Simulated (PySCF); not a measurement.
[Zr(F)(Br)3], neutral singlet in the gas phase. 

Z-matrix (Å, degrees):
```
Zr
F 1 1.8847
Br 1 2.4833 2 108.94
Br 1 2.4833 2 108.94 3 -120.01
Br 1 2.4833 2 108.94 4 -119.99
```
Charge 0, multiplicity 1.

All levels are single points at this geometry (r2SCAN-D4/def2-SVP); Pople sets use spherical d functions. Orbital energies aren't observables, and empty levels follow the basis.

TPSSh-D3(BJ)/def2-TZVP in PySCF gives gap (eV) = 5.17.

### Question
Estimate the gap (eV) from each of these levels: B3LYP-D3(BJ)/def2-TZVP in PySCF; B3LYP/6-311+G** (LANL2DZ on Br, Zr) in PySCF; B3LYP/LANL2DZ in PySCF; M06-2X/6-31G* (LANL2DZ on Zr) in PySCF; SVWN5/6-31G* (LANL2DZ on Zr) in PySCF.

### Answer

| level | gap (eV) |
|---|---|
| B3LYP-D3(BJ)/def2-TZVP in PySCF | 5.74 |
| B3LYP/6-311+G** (LANL2DZ on Br, Zr) in PySCF | 5.33 |
| B3LYP/LANL2DZ in PySCF | 5.32 |
| M06-2X/6-31G* (LANL2DZ on Zr) in PySCF | 7.69 |
| SVWN5/6-31G* (LANL2DZ on Zr) in PySCF | 3.96 |
